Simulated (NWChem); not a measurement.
CH9NSi2; SMILES [Si@H](C)(N)[SiH3]

```xyz
13

C     -1.5490     1.3437     0.2061
Si     0.0542     0.5439    -0.3903
N      1.4175     1.3863     0.3373
Si     0.0002    -1.7726     0.1018
H     -1.5383     2.4312    -0.0102
H     -1.6784     1.2084     1.2996
H     -2.4268     0.8892    -0.2965
H      0.2132     0.7090    -1.8807
H      1.5020     1.3288     1.3575
H      2.3371     1.2029    -0.0764
H      1.2660    -2.4538    -0.3582
H     -0.0914    -1.9740     1.5966
H     -1.1655    -2.5009    -0.5234
```
Atoms are numbered in this order, from 1.

Computed with NWChem. Pople sets run with spherical d functions. The geometry was optimised at PBE-D3(BJ)/def2-SVP. Not confirmed as a minimum by frequencies. Level: M05-2X/6-31G* with SMD (1 M gas to 1 M solution), gas-phase geometry. Reactions with the solvent are ignored.

### Question
What does the run give for solvent cyclohexane? Quantities: solvation free energy (kcal/mol); cavity-dispersion-structure term (kcal/mol); dipole in solution (D).

### Answer
```yaml
solvation free energy (kcal/mol): -1.8
cavity-dispersion-structure term (kcal/mol): 0.7
dipole in solution (D): 1.05
```
